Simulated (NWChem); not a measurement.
BeHBr; SMILES [BeH][Br]

```xyz
3

Be     0.0000     0.0000    -1.6531
H      0.0000     0.0000    -2.9766
Br     0.0000     0.0000     0.3069
```
Atoms are numbered in this order, from 1.

Program: NWChem. Pople sets run with spherical d functions. All runs use the structure optimised with B3LYP/6-31G* (spherical d). B3LYP is NWChem's, with the RPA form of VWN correlation. Vzz is the largest principal value of the second derivative of the potential at the nucleus (NWChem prints the opposite sign); η is the asymmetry. Non-relativistic.

```tsv
level	Vzz Be1 (a.u.)	η Be1	Vzz Br3 (a.u.)	η Br3
B3LYP/cc-pVTZ	-0.232	0.00	1.844	0.00
B3LYP/6-31G*	-0.197	0.00	2.052	0.00
PBE/cc-pVTZ	(withheld)	0.00	1.848	0.00
PBE/def2-TZVP	-0.201	0.00	1.898	0.00
```

Task: Some entries are withheld; supply them.

Result: 
- PBE/cc-pVTZ, Vzz Be1 (a.u.): -0.225
